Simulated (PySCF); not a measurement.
Cartesian coordinates in Å; atom numbers follow the order of the lines, from 1:
```xyz
18

C     2.7694   -0.3286   -0.3476
C     1.3149   -0.0582   -0.1082
C     0.9486    1.1046    0.5987
C    -0.3592    1.4224    0.8627
C    -1.3532    0.5538    0.4040
C    -2.7704    0.4955    0.4482
N    -3.2131   -0.5735   -0.1619
N    -2.1437   -1.2431   -0.6180
C    -0.9824   -0.6121   -0.3086
C     0.3489   -0.9266   -0.5684
H     3.3079   -0.3686    0.5986
H     3.2090    0.4693   -0.9453
H     2.9115   -1.2714   -0.8698
H     1.7368    1.7608    0.9392
H    -0.6203    2.3165    1.4083
H    -3.4541    1.1891    0.8957
H    -2.2713   -2.1018   -1.1267
H     0.6119   -1.8218   -1.1125
```

PySCF calculation with structure optimised with GFN2-xTB and shieldings: GIAO PBE0/pcSseg-1; no solvent model, a single conformation, no relativistic terms, fast rotation and ring inversion assumed for equivalent nuclei.

Chemical shifts δ = σref − σ; TMS for ¹³C (σref 186.93) and ¹H (σref 31.72); ¹⁵N (σref 267.73) vs NH3, all at this level.

| atoms | nucleus | count | Hirshfeld charge | δ (ppm) |
| --- | --- | --- | --- | --- |
| H18 | ¹H | 1 | 0.05 | 7.42 |
| H11/H12/H13 | ¹H | 3 | 0.05 | 2.65 |
| C3 | ¹³C | 1 | -0.07 | ? |
| C10 | ¹³C | 1 | -0.07 | 112.3 |
| C9 | ¹³C | 1 | 0.03 | 145.2 |
| H16 | ¹H | 1 | 0.06 | 8.03 |
| C2 | ¹³C | 1 | 0.01 | 141.3 |
| N8 | ¹⁵N | 1 | -0.03 | ? |
| C6 | ¹³C | 1 | -0.03 | 137.4 |
| N7 | ¹⁵N | 1 | -0.14 | 352.0 |
| C5 | ¹³C | 1 | -0.04 | 127.2 |
| C1 | ¹³C | 1 | -0.12 | ? |
| H15 | ¹H | 1 | 0.05 | 8.00 |
| C4 | ¹³C | 1 | -0.05 | ? |
| H17 | ¹H | 1 | 0.16 | ? |
| H14 | ¹H | 1 | 0.05 | 7.35 |

Problem. Fill in the missing shifts.

Solution. 
- C3: 127.1 ppm, aromatic CH; the aromatic region
- C4: 125.9 ppm, aromatic CH
- C1: 24.9 ppm, methyl carbon on an aromatic ring; a saturated carbon with 1 carbon neighbour and no heteroatom attached
- H17: 9.44 ppm, hydrogen on a pyrrole-type ring nitrogen; exchangeable; this is the value without hydrogen bonding to other molecules
- N8: 197.6 ppm, pyrrole-type ring nitrogen

The OH or NH signal is concentration- and solvent-dependent in practice; the value given is the gas-phase one. Shifts are as computed. Against solution values, carbons near 30 ppm lie about +3 ppm off and those near 130 ppm about +5 ppm. Of 1211 compounds with measured shifts, 218 miss one by over three times the rms of a fit or turn the order of signals round; such compounds aren't used in these exercises. Experimental scales use liquid or dissolved standards, which lie at an offset from isolated NH3 (liquid NH3: subtract about 20 ppm). Unscaled 15N shifts of sp2 nitrogen come out 20 to 40 ppm too high even then.
